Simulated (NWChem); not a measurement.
GeF cation, singlet

Results from NWChem. Medium grid unless said otherwise, to which SCAN and Minnesota functionals are sensitive. Low-valent species are run as closed-shell singlets; no triplet was tried in these runs. Coordinates come from a PBE-D3(BJ)/def2-SVP optimisation.

Q: Order these by “highest occupied level (eV)”, lowest first: PBE/def2-SVP; Hartree-Fock/def2-SVP; M05-2X/def2-SVP; B97-2/def2-SVP; LRC-wPBEh/def2-SVP.

A: Hartree-Fock/def2-SVP (-20.73), LRC-wPBEh/def2-SVP (-19.70), M05-2X/def2-SVP (-19.19), B97-2/def2-SVP (-17.61), PBE/def2-SVP (-16.49)
